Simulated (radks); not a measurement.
Results of a calculation; reference values are marked as such.
Successive ionisation energies (eV) of one element, from differences of total energies of ions in their ground configurations, starting at charge 44: 3660.7, 3750.2, 3879.8, 3973.9, 4066.0, 4377.6, 4481.6, 10316.7, 10570.4, 10816.8, 11186.8, 11449.6, 11704.8, 12550.5, 12813.1, 52299, 53418. Level of theory: scalar-relativistic Kohn-Sham, r2SCAN, spin-polarised, spherical densities, finite nucleus; open shells are filled with parallel spins first (spin-orbit coupling, left out, can overturn this in heavy ions); meta-GGA in the generalised Kohn-Sham scheme; Fermi nuclear charge, rms radius 4.962 fm (a radial shooting solver on a logarithmic mesh with Libxc functionals). Which element is it?

Answer. Promethium (Z = 61). The first species listed is Pm44+ in [Ne] 3s2 3p5, the last Pm60+ in 1s1.
